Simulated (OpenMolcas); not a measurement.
# Cu4+, Ag4+, Au4+: d⁷ down the group

```yaml
Program: OpenMolcas 26.06
Method: CASSCF
Basis: ANO-R2
Scalar_Hamiltonian: X2C, finite nucleus
Spin-orbit_coupling: RASSI with atomic mean-field integrals over the reference wave functions, term energies averaged over their components
```

Active space for each ion: 7 electrons in 5 orbitals (d).

Computed levels in cm-1 above ⁴F_9/2:

```
                               Level   Cu4+   Ag4+   Au4+
                              ⁴F_7/2   1546   3458  11654
                              ⁴F_5/2   2664   5604  14004
                              ⁴P_5/2  24946  18625  22742
                              ²G_9/2  25134  19423  23313
                              ⁴P_1/2  26155  20875  27263
                              ²G_7/2  26632  22861  32192
                             ²H_11/2  33355  25821  30872
                              ²P_1/2  34683  29121  43070
                              ²H_9/2  34710  29354  43402
weight of ⁴F in the lowest level (%)    100     97     85
```

Mixed levels, with the weight of the term that names them: Au4+ ⁴F_5/2 (65 %), Au4+ ²G_9/2 (59 %), Au4+ ⁴P_1/2 (67 %), Au4+ ²P_1/2 (67 %), Au4+ ²H_9/2 (71 %).

Measured, with the error of the calculation in %. Measured levels: Cu4+ from Sugar and Musgrove, J. Phys. Chem. Ref. Data 19, 527 (1990); Ag4+ from the list in Gamrath, thesis, University of Mons (2023).

| Level | Cu4+ | Ag4+ |
| --- | --- | --- |
| ⁴F_7/2 | 1616 (-4.3) | 3690 (-6.3) |
| ⁴F_5/2 | 2759 (-3.4) | 5816 (-3.6) |
| ⁴P_5/2 | 20827 (+19.8) | 14899 (+25.0) |
| ²G_9/2 | 22575 (+11.3) | 16875 (+15.1) |
| ⁴P_1/2 | 21935 (+19.2) | 17067 (+22.3) |
| ²G_7/2 | 24100 (+10.5) | 20442 (+11.8) |
| ²H_11/2 | 30402 (+9.7) | 22532 (+14.6) |
| ²P_1/2 | 28367 (+22.3) | 24599 (+18.4) |
| ²H_9/2 | 31823 (+9.1) | 26368 (+11.3) |

The fine-structure level ⁴F_5/2 changes by a factor of 5.26 from Cu4+ to Au4+.

Without spin-orbit coupling ⁴P lies 23938, 16433, 14699 cm-1 above ⁴F in that order; the difference to the level ⁴P_5/2, of either sign, comes from spin-orbit coupling, which also lowers the zero.

Without dynamic correlation excited terms often stand tens of per cent too high (terms of higher spin than the ground term too low), and those without a measured partner can miss by more than the paired ones. Computed and measured levels are paired by configuration, term and J; levels that our copy of the source lacks, or whose pairing is in doubt (as where it misses far off the trend of its configuration), stay unpaired and out of the deviations. Only configurations of the active space appear.
